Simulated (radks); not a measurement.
All-electron atom: As XXXII in 1s1.5 2p0.5 (fractional occupations, a model configuration).

Calculated with a radial shooting solver on a logarithmic mesh with Libxc functionals: Dirac Kohn-Sham, OLYP, spin-unpolarised, spherical densities, finite nucleus; open shells fill j = l - 1/2 first; Fermi nuclear charge, rms radius 4.0968 fm.

Energy parts (eV):
| part | energy |
|---|---|
| total | -24050.460 |
| kinetic | 24785.211 |
| electron-nucleus | -49225.104 |
| Hartree | 824.044 |
| exchange-correlation | -434.612 |

Orbitals (lengths in bohr, moments of r in powers of bohr):
orbital  occ.  eigenvalue (eV)  <1/r>
1s1/2     1.5        -14409.63  33.79
2p1/2     0.5        -3441.941  8.263
2p3/2       0        -3391.989  8.025

The highest occupied level is 2p1/2 at -3441.9 eV. The electron density at the nucleus is 2.428e+04 e/bohr^3. The density falls to 0.001 e/bohr^3 at r = 0.52 bohr.
